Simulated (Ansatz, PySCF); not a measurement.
Species: CH2Br3Si (charge 0, doublet). It need not be the lowest isomer of its formula. 
Structure (B3LYP-D3(BJ)/def2-TZVP (Ansatz, a quantum-chemistry and plane-wave program) minimum search):
SMILES: [CH2][Si](Br)(Br)Br
```xyz
7

Si    -0.4983    -0.0154    -0.0939
C     -2.2768    -0.0768    -0.4612
Br     0.0457     1.9919     0.6822
Br     0.6868    -0.4007    -1.9393
Br     0.0187    -1.5661     1.4079
H     -2.8340    -1.0041    -0.4126
H     -2.8202     0.8035    -0.7813
```
Charge 0, spin multiplicity 2.

Total electronic energies in hartree. Cores are frozen in the correlated levels unless marked. UHF or UKS for open shells. Spin-orbit coupling is left out. Frozen are the shells of the preceding noble gas and the d and f shells that filled before the atom's block. No relativistic terms. Basis-set limits of correlation are two-point, X^-3; Hartree-Fock from the larger set. The bracket is a focal-point correction in the basis named.

| level | program | energy (Eh) |
|---|---|---|
| HF/def2-SVP | Ansatz | -8044.26212 |
| HF-D4/def2-TZVPD | PySCF + dftd4 | -8045.39552 |
| BLYP-D4/def2-TZVPD | Ansatz + dftd4 | -8051.46406 |
| r2SCAN-D4/def2-TZVPD | Ansatz + dftd4 | -8051.31092 |
| B3LYP-D3(BJ)/def2-TZVPD | Ansatz + dftd3 | -8051.51381 |
| PBE0/6-31G* | Ansatz | -8049.38366 |
| PBE0-D4/def2-TZVPD | Ansatz + dftd4 | -8050.34495 |
| PBE0/def2-TZVPD | Ansatz | -8050.33510 |
| BHLYP-D4/def2-TZVPD | Ansatz + dftd4 | -8051.36382 |
| BHLYP/def2-TZVPD | Ansatz | -8051.34633 |
| r2SCANh/def2-TZVPD | Ansatz | -8051.30418 |
| M06-2X/def2-TZVPD | PySCF | -8051.47017 |
| CAM-B3LYP-D4/def2-TZVPD | Ansatz + dftd4 | -8051.75997 |
| LC-wPBE-D3(BJ)/def2-TZVPD | Ansatz + dftd3 | -8050.22075 |
| wB97X-V/def2-TZVPD | Ansatz | -8050.62945 |
| RPA@PBE/def2-QZVPP | Ansatz | -8046.80563 |
| MP2/STO-3G | Ansatz | -7958.36814 |
| MP2/6-31G | Ansatz | -8044.34919 |
| RI-MP2/def2-TZVPP | Ansatz | -8046.09480 |
| RI-MP2/def2-QZVPP | Ansatz | -8046.32660 |
| SCS-MP2/def2-TZVPP | Ansatz | -8046.08402 |
| CCSD/6-31G* | Ansatz | -8044.95844 |
| RI-MP2/CBS(def2-TZVPP,def2-QZVPP)+[CCSD(T)-MP2]/def2-TZVPP | Ansatz | -8046.4710 |

Totals of different functionals don't rank their quality; only differences between species are comparable.
